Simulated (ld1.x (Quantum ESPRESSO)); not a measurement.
## W, ultrasoft: configuration errors across variants

```json
{"Element": "tungsten (W)", "Generator": "ld1.x (Quantum ESPRESSO) 7.5", "Type": "ultrasoft", "Functional": "LDA (PZ)", "Relativity": "scalar-relativistic", "Frozen core": "[Kr] 4d10 4f14", "Valence charge": "14", "Reference configuration": "5s2 5p6 5d4 6s1.5 6p0 (charge +0.5)", "Partial waves": "5s (bound): rcut 1.50, rcutus 2.05 bohr; 6s (bound): rcut 1.50, rcutus 2.05 bohr; 5p (bound): rcut 2.00, rcutus 2.30 bohr; 6p (bound, empty): rcut 2.00, rcutus 2.30 bohr; 5d (bound): rcut 1.55, rcutus 1.90 bohr; 5d channel at 2.2 Ry: rcut 1.55, rcutus 1.90 bohr", "Local potential": "all-electron potential smoothed inside 1.65 bohr (lloc = -2)", "Core correction": "a·sin(br)/r model core, default radius (core density twice the valence density)", "Augmentation charge": "PSQ, inside the norm-conserving radii"}
```

All-electron excitation energies from the reference (eV): (1) 5s2 5p6 5d4 6s2 6p0 -3.744; (2) 5s2 5p6 5d4 6s1 6p0 5.389; (3) 5s2 5p6 5d4 6s0 6p0 21.416; (4) 5s2 5p6 5d4.5 6s1.5 6p0 -3.047; (5) 5s2 5p6 5d5 6s0 6p0 6.241; (6) 5s2 5p6 5d5 6s1 6p0 -2.195.

The default core radius of the base comes out at 0.86 bohr.

On the changes marked as counting shells twice: ld1.x takes every shell without a wave as core, so the model core holds the marked electrons as well and exchange and correlation see them twice. This cancels in the reference configuration, but the file is broken for other ones, and its errors say nothing about a proper core correction.

The overlap operator is not positive definite (basis up to 400 Ry) in “base”, “waves 5d (bound): rcut 1.28, rcutus 1.36 bohr; 5d channel at 2.2 Ry: rcut 1.28, rcutus 1.36 bohr”, “core correction a·sin(br)/r model core inside 2.16 bohr”, “wave 5d channel at 2.2 Ry: rcut 1.55, rcutus 1.90 bohr becomes 5d channel at -0.1 Ry: rcut 1.55, rcutus 1.90 bohr”. Such files are unfit for use, however small their errors in these radial tests.

4 further variants failed, have other tests or another functional or relativity, and are left out.

The file “type TM; waves now 5s (bound): rc 2.05 bohr; 5d (bound): rc 1.90 bohr; 5p (bound): rc 2.30 bohr; local potential the p channel (6s counted twice)” misses its own reference levels by 1.1 eV.

Errors AE − PS in meV (a dash: test not solved or not reliable):

| change | (1) | (2) | (3) | (4) | (5) | (6) | bound ghosts |
| --- | --- | --- | --- | --- | --- | --- | --- |
| base | +1.2 | -2.0 | -12 | +0.7 | -5.0 | +1.1 | not determined (overlap not positive) |
| waves 5p (bound): rcut 2.00, rcutus 2.62 bohr; 6p (bound): rcut 2.00, rcutus 2.62 bohr | +1.2 | -2.0 | -12 | -1.2 | -18 | -7.0 | none |
| waves 5d (bound): rcut 1.28, rcutus 1.36 bohr; 5d channel at 2.2 Ry: rcut 1.28, rcutus 1.36 bohr | +1.4 | -1.7 | -7.9 | +0.6 | -1.9 | +1.2 | not determined (overlap not positive) |
| core correction a·sin(br)/r model core inside 2.16 bohr | +1.3 | -1.8 | -9.4 | +0.9 | -0.1 | +2.6 | not determined (overlap not positive) |
| type TM; waves now 5s (bound): rc 2.05 bohr; 5d (bound): rc 1.90 bohr; 5p (bound): rc 2.30 bohr; local potential the p channel (6s counted twice) | +471 | -628 | -2461 | -21 | -1722 | -475 | none |
| wave 5d channel at 2.2 Ry: rcut 1.55, rcutus 1.90 bohr becomes 5d channel at -0.1 Ry: rcut 1.55, rcutus 1.90 bohr | +1.2 | -2.0 | -13 | +0.8 | -4.7 | +1.3 | not determined (overlap not positive) |

**Question.** Give the same row for: local potential all-electron potential smoothed inside 1.70 bohr (lloc = -2).

**Answer.** +1.2, -1.9, -13, -0.5, -13, -4.4; bound ghosts: none.
